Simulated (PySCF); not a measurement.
## Running PySCF for CSe

File input.py (PySCF 2.14):

```python
from pyscf import gto, dft

mol = gto.M(
    atom='C 0 0 0; Se 0 0 1.734',
    basis='lanl2dz',
    ecp={'Se': 'lanl2dz'},
    charge=0,
    spin=0,
    verbose=4,
)
mf = dft.RKS(mol, xc='o3lyp')
field = 0.05  # electric field along z, atomic units
h = mf.get_hcore() + field*mol.intor('int1e_r')[2]
mf.get_hcore = lambda *args: h
e_nuc = mol.energy_nuc() - field*mol.atom_charges() @ mol.atom_coords()[:, 2]
mf.energy_nuc = lambda *args: e_nuc
mf.kernel()
mf.mulliken_pop()
mf.dip_moment()
print('orbital energies (hartree):', mf.mo_energy[..., max(0, mol.nelec[1]-3):mol.nelec[0]+3].round(4))
```

```bash
$ python input.py
```

The log (some set-up lines and the per-cycle HOMO/LUMO lines with their warnings removed):

```
PySCF version 2.14.0

[INPUT] verbose = 4
[INPUT] num. atoms = 2
[INPUT] num. electrons = 12
[INPUT] charge = 0
[INPUT] spin (= nelec alpha-beta = 2S) = 0
[INPUT] symmetry False subgroup None
[INPUT] Mole.unit = angstrom
[INPUT] Symbol           X                Y                Z      unit          X                Y                Z       unit  Magmom
[INPUT]  1 C      0.000000000000   0.000000000000   0.000000000000 AA    0.000000000000   0.000000000000   0.000000000000 Bohr   0.0
[INPUT]  2 Se     0.000000000000   0.000000000000   1.734000000000 AA    0.000000000000   0.000000000000   3.276785099996 Bohr   0.0

nuclear repulsion = 10.9863780813841
number of shells = 9
number of NR pGTOs = 37
number of NR cGTOs = 17
basis = lanl2dz
ecp = {'Se': 'lanl2dz'}

******** <class 'pyscf.dft.rks.RKS'> ********
method = RKS
initial guess = minao
damping factor = 0
level_shift factor = 0
DIIS = <class 'pyscf.scf.diis.CDIIS'>
diis_start_cycle = 1
diis_space = 8
diis_damp = 0
SCF conv_tol = 1e-09
SCF conv_tol_grad = None
SCF max_cycles = 50
direct_scf = True
direct_scf_tol = 1e-13
XC library pyscf.dft.libxc version 7.0.0
    S. Lehtola, C. Steigemann, M. J.T. Oliveira, and M. A.L. Marques.,  SoftwareX 7, 1–5 (2018)
XC functionals = o3lyp
    W.-M. Hoe, A. J. Cohen, and N. C. Handy.,  Chem. Phys. Lett. 341, 319–328 (2001)
    A. J. Cohen and N. C. Handy.,  Mol. Phys. 99, 607 (2001)
radial grids:
    Treutler-Ahlrichs [JCP 102, 346 (1995); DOI:10.1063/1.469408] (M4) radial grids

becke partition: Becke, JCP 88, 2547 (1988); DOI:10.1063/1.454033
pruning grids: <function nwchem_prune>
grids dens level: 3
symmetrized grids: False
atomic radii adjust function: <function treutler_atomic_radii_adjust>
small_rho_cutoff = 0
Set gradient conv threshold to 3.16228e-05
Initial guess from minao.
tot grids = 34544
init E= -32.4272970592425
cycle= 1 E= -45.7551872366281  delta_E= -13.3  |g|= 1.62  |ddm|= 3.86
cycle= 2 E= -42.8086691661818  delta_E= 2.95  |g|= 2.48  |ddm|= 18.4
cycle= 3 E= -47.1654171308185  delta_E= -4.36  |g|= 0.613  |ddm|= 17.6
cycle= 4 E= -47.2240499802704  delta_E= -0.0586  |g|= 0.455  |ddm|= 0.353
cycle= 5 E= -47.2940573105901  delta_E= -0.07  |g|= 0.105  |ddm|= 0.333
cycle= 6 E= -47.2977406495605  delta_E= -0.00368  |g|= 0.0171  |ddm|= 0.133
cycle= 7 E= -47.2978642192519  delta_E= -0.000124  |g|= 0.00362  |ddm|= 0.0281
cycle= 8 E= -47.2978689214488  delta_E= -4.7e-06  |g|= 0.000732  |ddm|= 0.00317
cycle= 9 E= -47.2978690935593  delta_E= -1.72e-07  |g|= 8.71e-05  |ddm|= 0.000521
cycle= 10 E= -47.297869096015  delta_E= -2.46e-09  |g|= 2.32e-06  |ddm|= 6.84e-05
cycle= 11 E= -47.2978690960167  delta_E= -1.69e-12  |g|= 1.12e-07  |ddm|= 1.76e-06
Extra cycle  E= -47.2978690960167  delta_E= 4.97e-14  |g|= 4.86e-07  |ddm|= 4.66e-07
converged SCF energy = -47.2978690960167
 ** Mulliken pop  **
pop of  0 C 1s            1.99866
pop of  0 C 2s            0.86995
pop of  0 C 3s            0.95122
pop of  0 C 2px           0.53156
pop of  0 C 2py           0.53156
pop of  0 C 2pz           0.96459
pop of  0 C 3px           0.32261
pop of  0 C 3py           0.32261
pop of  0 C 3pz           0.21215
pop of  1 Se 4s           0.46031
pop of  1 Se 5s           1.63921
pop of  1 Se 4px          0.69451
pop of  1 Se 4py          0.69451
pop of  1 Se 4pz          0.76711
pop of  1 Se 5px          0.45131
pop of  1 Se 5py          0.45131
pop of  1 Se 5pz          0.13680
 ** Mulliken atomic charges  **
charge of    0C =     -0.70493
charge of    1Se =      0.70493
Dipole moment(X, Y, Z, Debye): -0.00000,  0.00000,  7.54386
orbital energies (hartree): [-0.2234 -0.2234 -0.2069 -0.0273 -0.0273  0.1702]
```

In short: E(SCF) = -47.297869 Eh, 11 cycles, μz(SCF) = 7.54 D.

Wall time 1.9 s on one thread of a shared host.

Stability towards an unrestricted solution was not tested. The bond length is a typed value, not an optimised one.
